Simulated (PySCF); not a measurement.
Excitations are Tamm–Dancoff values on a coarser integration grid. The basis has no diffuse functions, so Rydberg states are missing or too high.

Cartesian coordinates (Å):
SMILES: Bc1cc2cccc-2ccc1O
```xyz
21

B      2.8485    -1.3113    -0.2922
C      1.5986    -0.4635    -0.1089
C      0.3627    -1.1435    -0.2454
C     -0.9451    -0.7071    -0.1449
C     -2.0968    -1.5179    -0.3085
C     -3.2290    -0.7226    -0.1306
C     -2.8275     0.5999     0.1470
C     -1.4261     0.6524     0.1470
C     -0.6406     1.7815     0.3797
C      0.7389     1.9093     0.3960
C      1.7331     0.9363     0.1845
O      2.9619     1.4361     0.2813
H      3.9798    -0.8644    -0.2019
H      2.7637    -2.4892    -0.5400
H      0.4681    -2.2099    -0.4714
H     -2.0814    -2.5842    -0.5353
H     -4.2617    -1.0669    -0.1954
H     -3.4872     1.4481     0.3324
H     -1.1961     2.7046     0.5790
H      1.1449     2.9023     0.6021
H      3.5911     0.7101     0.1254
```
Charge 0, spin multiplicity 1.

### Question
What HOMO, total energy, T1 excitation (TDA), brightest of the four lowest singlets (TDA) and S1 oscillator strength does ωB97X-D3(BJ)/def2-TZVP // PBE0-D3(BJ)/def2-SVP run with PySCF 2.14.0 give?

### Answer

The HOMO is -7.93 eV and the total energy is -486.8868 Ha. The T1 excitation (TDA) is 2.15 eV and the brightest of the four lowest singlets (TDA) is 5.18 eV. The S1 oscillator strength is 0.013.
